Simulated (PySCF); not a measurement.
## TlH₂⁺ at several levels of theory

All levels use the PBE0 minimum (singlet; Tl–H 1.660 Å (×2); H–Tl–H 180.0°), basis [Tl def2-TZVP with ECP60, H def2-TZVP], scalar-relativistic core potentials, density fitting, no spin–orbit coupling, PySCF. For vertical energies the ionised species is a doublet (spins chosen at PBE0 and kept) and the electron-attached one a doublet. Open shells are unrestricted, also as the reference of the correlated levels. A dash marks a value that was not computed or is not defined at that level.

```tsv
level	vertical IP (eV)	vertical EA (eV)	−ε(HOMO) (eV)	gap (eV)
PBE0	18.64	5.76	15.90	8.16
CCSD(T)	?	?	–	–
HF	17.74	5.21	18.63	13.69
PBE	18.59	5.75	14.76	6.18
r2SCAN	?	?	?	?
B3LYP	18.74	5.81	15.74	7.63
TPSSh	18.59	5.67	15.36	7.30
MP2	18.53	5.65	–	–
HSE06	18.64	5.77	15.51	7.36
MN15	18.82	5.86	16.56	9.39
```

(1) Fill in the row of CCSD(T).

(2) Fill in the row of r2SCAN.

Results:

(1) vertical IP (eV) 18.63, vertical EA (eV) 5.63.

(2) vertical IP (eV) 18.61, vertical EA (eV) 5.83, −ε(HOMO) (eV) 15.04, gap (eV) 6.88.

For TlH₂⁺ itself CCSD(T) correlates 14 electrons; T1 = 0.016, D1 = 0.056, (T) = -18 kJ/mol.

With an element this heavy the missing spin–orbit coupling can shift these numbers.
